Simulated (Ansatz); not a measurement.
Ideal-gas functions of ClH5OSi2, SMILES `O[SiH]([SiH3])Cl` at 400 K and 1 bar, from an Ansatz frequency run at PBE0-D4/def2-TZVP.

Molar mass 112.66 g/mol, point group C1 (symmetry number 1), electronic degeneracy 1, moments of inertia 119.222, 234.817, 323.372 u Å². Harmonic wavenumbers (cm⁻¹, unscaled): 92, 113, 181, 210, 292, 405, 502, 520, 548, 748, 815, 845, 869, 930, 935, 948, 2211, 2223, 2234, 2240, 3905.

Use S(trans) = R[1.5 ln M + 2.5 ln T − 1.1517]; rotational temperatures θ = 24.2544 K / I; S(rot) = R[ln(√π/σ · √(T³/θAθBθC)) + 1.5]; for each mode x = 1.438777 ν̃/T, S = R[x/(eˣ − 1) − ln(1 − e⁻ˣ)] and H = RT x/(eˣ − 1); 1 cm⁻¹ = 0.0119627 kJ/mol; R = 8.31446 J/(mol·K).

Q: By hand: the entropy, in J/(mol·K).

A: Translation 173.9. Rotation: θ = 0.2034, 0.1033, 0.075 K, giving 118.8. Vibration, mode by mode: 17.55, 15.86, 12.03, 10.84, 8.28, 5.88, 4.45, 4.22, 3.90, 2.21, 1.83, 1.68, 1.57, 1.31, 1.30, 1.25, 0.03, 0.03, 0.02, 0.02, 0.00, in all 94.3. Electronic 0.0. Sum 387.0 J/(mol·K).

Q: By hand: H − E and G − E in kJ/mol, counted from the electronic energy.

A: Zero-point energy ½ × 21766 × 0.0119627 = 130.2; thermal vibration 20.2; translation, rotation and pV give 4 RT = 13.3. H − E = 163.7 kJ/mol, and G − E = 163.7 − 400 × 387.0/1000 = 8.9 kJ/mol.

Vibration gives 24 % of the entropy, 33.4 J/(mol·K) of it from the modes under 150 cm⁻¹: soft modes count most, and the harmonic formula is weakest for them. The sum counts one conformer and one mirror image; others add a mixing term.
